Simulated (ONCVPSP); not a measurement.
## Building the ONCV potential for iodine (I) (PBEsol, scalar-relativistic).

```
Element                 : iodine
Generator               : ONCVPSP 4.0.1
Type                    : optimised norm-conserving Vanderbilt (ONCV)
Functional              : PBEsol
Relativity              : scalar-relativistic
Frozen core             : [Ar] 3d10
Valence charge          : 25
Reference configuration : 4s2 4p6 4d10 5s2 5p5
Partial waves           : 4s+5s: rc 1.30 bohr, ncon 4, nbas 8, qcut 10.2 1/bohr, 2 projectors; 4p+5p: rc 1.00 bohr, ncon 4, nbas 8, qcut 17.5 1/bohr, 2 projectors; 4d: rc 1.00 bohr, ncon 3, nbas 8, qcut 17.2 1/bohr, local
Local potential         : the d channel
Core correction         : polynomial model core, fcfact 0.2
```

All-electron outer shells of the reference configuration (PBEsol, scalar-relativistic, ld1.x):

```
shell  level (eV)  outermost node (bohr)  outermost maximum (bohr)
   3p     -858.99                   0.13                      0.28
   3d     -605.91                      –                      0.23
   4s     -180.33                   0.37                      0.68
   4p     -127.38                   0.37                      0.72
   4d      -50.21                   0.35                      0.78
   5s      -17.45                   0.88                      1.70
   5p       -7.10                   0.96                      2.02
```

(1) Estimate the cutoffs (Ha) at which the residual kinetic energy of the hardest occupied pseudo-wave falls to 1 and 0.1 mHa per electron.

(2) Does the potential have ghost states?

(3) Which valence shell sets the plane-wave cutoff?

(4) Tests: 4s2 4p6 4d10 5s2 5p4; 4s2 4p6 4d10 5s2 5p3; 4s2 4p6 4d10 5s2 5p2; 4s2 4p6 4d10 5s2 5p1. Which has the largest error in its energy relative to the reference configuration, and how large is it?

Results:

(1) 86 Ha and 103 Ha.

(2) No bound ghost flagged; GHOST(+) flagged for s at 363.5 eV.

(3) 4p: 86 Ha for 1 mHa per electron, against 72 Ha for 5p.

(4) 4s2 4p6 4d10 5s2 5p1, with -18 meV (all-electron minus pseudo) on +99.92 eV.
